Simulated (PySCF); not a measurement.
## Dy⁴⁰⁺: ionisation energy

Dy⁴⁰⁺ [Ar] 3d8 (3F) → Dy⁴¹⁺ [Ar] 3d7 (4F), as a difference of total energies. Computed with PySCF 2.14 in an uncontracted even-tempered set (18 s from 7.7 bohr⁻², ratio 2.5; 13 p from 10 bohr⁻², ratio 2.5; 8 d from 10 bohr⁻², ratio 2.5; 4 f from 41 bohr⁻², ratio 2.7; 3 g from 62 bohr⁻², ratio 2.7), with scalar relativity by spin-free X2C-1e. Correlated levels: outer shells: [Ne] frozen; virtual orbitals above 40 to 60 times the deepest correlated orbital energy dropped. The calculations carry no spin-orbit coupling.

```
                method  ionisation energy (eV)
                   UHF                  3112.8
                   LDA                  3113.3
                   PBE                  3113.2
                  PBE0                  3113.6
                r2SCAN                  3114.8
                  PW91                  3113.7
                M06-2X                  3115.6
    MP2 (outer shells)                  3114.3
SCS-MP2 (outer shells)                  3114.2
```

Spin-orbit coupling is strong in these open shells (close to jj coupling). The scalar numbers leave it out and a first-order estimate fails, so it can dominate the gap to the real levels.

Breit and QED terms and the two-electron picture change are absent.

For comparison: 3098 ± 4 eV (theoretical estimate listed by NIST; NIST Atomic Spectra Database, ionization energies).
